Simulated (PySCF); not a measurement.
# ZnC and its ions

PBE0; Zn pcseg-1, C pcseg-1; no relativity (PySCF 2.14). Neutral (UKS): triplet (π ↑↑), Re = 2.004 Å, ωe = 461 cm⁻¹, De = 1.14 eV, HOMO -6.38 eV, LUMO -2.90 eV.

ZnC⁺ (UKS): doublet (π ↑), Re = 2.107 Å, ωe = 419 cm⁻¹, De = 1.57 eV to Zn⁺ + C. The energies at the minima are -1816.77079 hartree for ZnC and -1816.45400 for ZnC⁺.

Work out the adiabatic ionisation energy, without and with harmonic zero-point energies (1 hartree = 27.2114 eV, 1 eV = 8065.5 cm⁻¹), and the change of the bond length.

At PBE0: 0.31679 hartree = 8.620 eV between the minima; the zero-point term (419.0 − 461.0)/2 cm⁻¹ = -0.003 eV makes it 8.618 eV. Re changes by +10.3 pm against the neutral. The electron leaves a π orbital; in so polar a molecule the change of length follows mostly from the change of the ionic charges.

For an ion De counts to the pair picked by the measured ionisation energies or electron affinities, which need not be the lowest pair at this level. States were picked by a PBE0 search and need not be the measured ground states.
